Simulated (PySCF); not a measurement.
Ranking problems on computed properties.

Each SMILES stands for a single optimised conformer of the isolated species, non-relativistic unless stated; the electronic structure was computed with PySCF and density fitting.

Dipoles, sizes and rotational constants follow the conformer. The torsions of the flexible species, by atom-mapped SMILES:
- `[CH2:1]/[CH:2]=[CH:3]/[C:4](=[O:5])[CH2:6][CH2:7][CH3:8]`: C2–C3–C4–O5 0°, C3–C4–C6–C7 180°, C4–C6–C7–C8 180°
- `[CH3:1][O:2][C:3]1[CH2:4][CH:5]=[C:6]([CH3:7])[CH2:8]1`: C1–O2–C3–C4 28°

The conformers of `C=CC[C@@H]1[CH]CCO1` [doublet state] aren't listed.

(1) Rank by smallest rotational constant, highest first (GFN2-xTB).
A. `F[C](F)C#C[SiH3]` [radical]
B. `[CH2]/C=C/C(CCC)=O` [radical]
C. `C=C1[CH]N=C1C#N` [radical]
D. `CO[C]1CC=C(C)C1` [radical]
E. `O=C1[CH][C@H](F)CC=C1` [radical]
F. `FC(C#C[SiH2])F` [radical]

(2) Rank by isotropic g value, lowest first (unrestricted B3LYP/pcH-1, mean-field spin–orbit at GFN2-xTB geometries).
A. `[CH2]/C=C/C(=O)CCC` [radical]
B. `FC(F)C#C[SiH2]` [radical]
C. `C=CC[C@@H]1[CH]CCO1` [radical]
D. `CO[C]1CC=C(C)C1` [radical]

Results:

(1) C (1.626 GHz), E (1.220 GHz), D (1.021 GHz), F (0.970 GHz), A (0.909 GHz), B (0.726 GHz).

(2) C (2.00258), D (2.00314), B (2.00328), A (2.00382).
